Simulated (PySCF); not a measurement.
## C₆ coefficients of unlike pairs at BHandHLYP

Calculated with PySCF 2.14 from the dipole response of each species, C₆(A,B) = (3/π) ∫ α_A(iu) α_B(iu) du, in atomic units, from isotropic polarisabilities. For ions this is the dispersion term alone; charge-induced terms of lower order in 1/R come first.

```csv
species,configuration,basis,relativity,α (bohr³),C₆ (like pair)
Cd³⁺,[Kr] 4d9 (2D),aug-cc-pwCVDZ-PP with ECP28MDF (6s6p5d3f),core potential,3.459,15.14
Zn³⁺,[Ar] 3d9 (2D),aug-cc-pVDZ-PP with ECP10MDF (5s5p4d2f),core potential,1.193,2.491
S⁺,[Ne] 3s2 3p3 (4S),dyall-av3z (19s12p3d2f),none,10.74,52.63
```

**Question.** Estimate C₆ for S⁺ with Cd³⁺.

**Answer.** The integral gives 24.85. The combination rule 2 C_A C_B / (C_A α_B/α_A + C_B α_A/α_B) gives 24.92 and the geometric mean 28.23.

No spin-orbit coupling is included.

The other pairs:

```
      pair     C₆
Zn³⁺, Cd³⁺  6.004
  S⁺, Zn³⁺  9.113
```
